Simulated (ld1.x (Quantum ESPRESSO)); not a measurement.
Configuration tests for Br (Z = 35) (TM)

* Element: Br
* Generator: ld1.x (Quantum ESPRESSO) 7.5
* Type: norm-conserving Troullier–Martins (Kleinman–Bylander form)
* Functional: PBE
* Relativity: fully relativistic
* Frozen core: [Ar] 3d10
* Valence charge: 7
* Reference configuration: 4s2 4p5
* Partial waves: 4s (bound): rc 1.10 bohr; 4d channel at -0.15 Ry: rc 1.55 bohr; 4p (bound): rc 1.85 bohr
* Local potential: the p channel
* Core correction: Bessel-smoothed model core inside 1.32 bohr

Open shells are filled in proportion to 2j + 1 (rel_dist='average').

Energies are relative to the spin-unpolarised reference configuration 4s2 4p5; without spin polarisation the order of configurations can differ from experiment. The p channel is local and has no spin–orbit splitting in the pseudo-atom.

(1) Give the all-electron excitation energy and the error of the potential for: 4s2 4p4; 4s2 4p3; 4s2 4p2; 4s2 4p4.5; 4s1 4p6; 4s2 4p1; 4s1 4p5.

Note: ghost states, extra bound levels that the all-electron valence spectrum of the same l lacks: s at -1650.3 eV, d5/2 at -155.5 eV, d3/2 at -149.8 eV. A true bound ghost makes a file unfit for plane-wave use. The potential misses its own reference levels by up to 0.3 eV.

## Answers

(1)

```json
{"valence configuration": "4s2 4p4", "charge": "+1", "ΔE all-electron (eV)": "12.560", "error AE − PS (meV)": "+4.9"}
{"valence configuration": "4s2 4p3", "charge": "+2", "ΔE all-electron (eV)": "35.326", "error AE − PS (meV)": "+9.0"}
{"valence configuration": "4s2 4p2", "charge": "+3", "ΔE all-electron (eV)": "69.316", "error AE − PS (meV)": "+0.7"}
{"valence configuration": "4s2 4p4.5", "charge": "+0.5", "ΔE all-electron (eV)": "5.078", "error AE − PS (meV)": "+2.3"}
{"valence configuration": "4s1 4p6", "charge": "0", "ΔE all-electron (eV)": "12.361", "error AE − PS (meV)": "-12"}
{"valence configuration": "4s2 4p1", "charge": "+4", "ΔE all-electron (eV)": "115.350", "error AE − PS (meV)": "-45"}
{"valence configuration": "4s1 4p5", "charge": "+1", "ΔE all-electron (eV)": "25.553", "error AE − PS (meV)": "-5.6"}
```
